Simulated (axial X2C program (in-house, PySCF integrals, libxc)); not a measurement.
**Potential curves of SnO⁺, spin-free**

Computed with an in-house all-electron X2C program for linear molecules (integrals from PySCF). Spin-free means the one-electron spin-free X2C Hamiltonian. Basis: Sn dyall-cv3z [11s12p9d4f1g], O dyall-av3z [7s6p3d2f] (cores contracted in-house); Gaussian nuclei, density fitting, unrestricted open shells. Masses: Sn 119.902 u, O 15.995 u.

State: M_S = 1/2, Λ = 1 (beyond evenly filled blocks: π+α, π+β, π-α). Energies in eV from the fragments at the same level (Sn+ + O). Fits are polynomials in 1 − R0/R over 0.85 to 1.23 times the lowest point R0.

```tsv
R (Å)	PBE50	PBE0
1.7226	-1.8661	-2.0523
1.8018	-2.4409	-2.6718
1.8612	-2.6669	-2.9319
1.9206	-2.7636	-3.0625
1.9800	-2.7626	-3.0949
2.0493	-2.6703	-3.0406
2.1186	-2.5078	-2.9147
2.2077	-2.2305	-2.6823
2.3166	-1.8323	-2.3349
2.4750	-1.2270	-1.7838
```

Occupations by symmetry block were frozen at the best pattern of an incomplete PBE0 search. Dissociation energies refer to the lowest single-determinant-based atoms at the same level and basis. PBE0 can misorder states that lie within some tenths of an eV, so this need not be the ground state of the molecule. The nearest other spin-free determinant of the search, M_S = 1/2, Λ = 0, lies 0.38 eV up at the distance of the search. The functionals have no current-density term, which raises determinants with orbital currents, atoms included. Spin-free De lacks the spin–orbit lowering of the heavy p-block atom, a tenth of an eV or more for 4p and 5p, up to an eV for 6p and one to two eV for 7p atoms, less what an open-shell molecule gains itself.

Problem. Fit the PBE50 curve near its minimum: give the equilibrium distance, the harmonic wavenumber and the well depth.

Solution. At PBE50, spin-free: Re = 1.949 Å, ωe ≈ 680 cm⁻¹, De = 2.77 eV to Sn+ + O; Be follows as 0.314 cm⁻¹.

Problem. Fit the PBE0 curve near its minimum: give the equilibrium distance, the harmonic wavenumber and the well depth.

Solution. At PBE0, spin-free: Re = 1.974 Å, ωe ≈ 644 cm⁻¹, De = 3.10 eV to Sn+ + O; Be follows as 0.307 cm⁻¹.
